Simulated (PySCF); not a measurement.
CH8Ge2. Atoms are numbered in the order given.

```xyz
11

C     -1.1741    -2.0630     0.0000
Ge     0.4454    -0.9357     0.0000
Ge    -0.1409     1.4304     0.0000
H     -0.8927    -3.1341     0.0000
H     -1.7850    -1.8553    -0.8996
H     -1.7850    -1.8553     0.8996
H      1.3059    -1.2537     1.2565
H      1.3059    -1.2537    -1.2565
H     -0.9855     1.7838    -1.2552
H     -0.9855     1.7838     1.2552
H      1.1228     2.3321     0.0000
```
Charge 0, spin multiplicity 1.

Coordinates come from a PBE-D3(BJ)/def2-SVP optimisation. The structure was generated by enumeration, and PubChem lists no compound with its InChIKey, so it may never have been made.

The numbers are results of HF/pcSseg-1 (PySCF), not measurements.

GIAO shieldings, no solvent; atoms alike by connectivity are averaged. δ = σ(ref) − σ: ¹³C against TMS (σ = 192.6 ppm); ⁷³Ge against GeH4 (σ = 1776.1 ppm); ¹H against TMS (σ = 31.99 ppm), references at their B3LYP-D3(BJ)/def2-TZVP geometries, non-relativistic.

| nucleus | atoms | count | δ (ppm) |
|---|---|---|---|
| ¹³C | C1 | 1 | -4.9 |
| ⁷³Ge | Ge2 | 1 | 83.3 |
| ⁷³Ge | Ge3 | 1 | -5.3 |
| ¹H | H7, H8 | 2 | 4.12 |
| ¹H | H9, H10, H11 | 3 | 3.84 |
| ¹H | H4, H5, H6 | 3 | 0.87 |
